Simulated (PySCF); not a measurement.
# Löwdin shares of the frontier orbitals

Compound: Ge(OtBu)2H2, C₈H₂₀GeO₂.
Geometry (PBE0-D3(BJ)/def2-SVP, Å), atoms numbered from 1 in this order:
```
atom  x, y, z in Å
Ge1   -0.3948    1.4190   -0.2997
O2    -0.1828    0.4836    1.1986
C3    -1.2182   -0.0251    2.0289
C4    -1.8711   -1.2336    1.3602
C5    -0.5274   -0.4449    3.3209
C6    -2.2571    1.0592    2.3132
H7    -2.6433   -1.6769    2.0072
H8    -2.3509   -0.9501    0.4106
H9    -1.1136   -2.0018    1.1464
H10    0.2441   -1.1980    3.1042
H11   -1.2450   -0.8699    4.0389
H12   -0.0348    0.4233    3.7824
H13   -2.7721    1.3687    1.3882
H14   -1.7740    1.9440    2.7546
H15   -3.0279    0.7013    3.0122
O16    1.1113    1.2248   -1.1972
C17    1.5143    0.0913   -1.9631
C18    0.8920    0.1944   -3.3534
C19    3.0330    0.1864   -2.0470
C20    1.1035   -1.2138   -1.2856
H21    1.2243   -0.6299   -4.0028
H22   -0.2069    0.1551   -3.2918
H23    1.1762    1.1473   -3.8237
H24    3.3239    1.1488   -2.4925
H25    3.4504   -0.6276   -2.6588
H26    3.4686    0.1314   -1.0387
H27    0.0073   -1.3222   -1.2601
H28    1.4709   -1.2404   -0.2500
H29    1.5078   -2.0791   -1.8322
H30   -0.4502    2.9190    0.0134
H31   -1.6191    0.9050   -1.0895
```

The calculation used TDDFT CAM-B3LYP/def2-SVPD, vertical, gas phase, core orbitals frozen in the response (PySCF). Relativistic effects, spin–orbit coupling among them, are left out although an element past zinc is present.

Kohn–Sham orbitals with the atoms that hold most of them (Löwdin shares over 4%, at most four atoms; ? is withheld):

```csv
orbital,ε (eV),atoms
HOMO-3,-9.79,"O2 32%, O16 14%, C3 10%, C5 9%"
HOMO-2,-9.62,"O16 37%, C20 11%, C17 11%, O2 9%"
HOMO-1,-9.25,?
HOMO,-9.04,"O2 38%, O16 15%, Ge1 8%, C4 7%"
LUMO,0.95,?
LUMO+1,1.29,"Ge1 15%, C6 8%, C5 6%, H31 6%"
LUMO+2,1.39,"Ge1 12%, C20 8%, C19 7%, H31 7%"
```

Task: Which atoms hold the HOMO-1, and with what shares?

Result: O16 (bonded to C and Ge) 33%; O2 (bonded to C and Ge) 22%; C17 (bonded to 3 C and O) 7%; C18 (bonded to C and 3 H) 6%. By element: oxygen 55%, carbon 13% or more.

Task: Which atoms hold the LUMO, and with what shares?

Result: Ge1 (bonded to 2 O and 2 H) 29%; H31 (bonded to Ge) 12%; H30 (bonded to Ge) 9%; H13 (bonded to C) 5%. By element: germanium 29%, hydrogen 26% or more.

Task: The HOMO–LUMO gap is 9.99 eV. Where does the response calculation put the lowest singlet, and from which orbitals?

Result: S1 is at 7.24 eV (f = 0.023), 2.75 eV below the gap, made of HOMO→LUMO (53%), HOMO→LUMO+2 (16%), HOMO→LUMO+1 (12%). Without the coupling terms of the response equations the lowest excitation would equal the gap.

Next come S2 at 7.35 eV (f 0.011), HOMO→LUMO+1 (58%), HOMO→LUMO (14%), HOMO→LUMO+5 (10%); S3 at 7.49 eV (f 0.0084), HOMO→LUMO+2 (31%), HOMO-1→LUMO+1 (25%), HOMO→LUMO (19%); S4 at 7.55 eV (f 0.0074), HOMO-1→LUMO (70%), HOMO-1→LUMO+2 (14%); S5 at 7.70 eV (f 0.0080), HOMO-1→LUMO+1 (25%), HOMO-1→LUMO+2 (14%), HOMO→LUMO+3 (13%).

One conformer stands for the species.

Without π bonds the low states are Rydberg-like; a valence basis with one diffuse set may place them up to an eV too high.
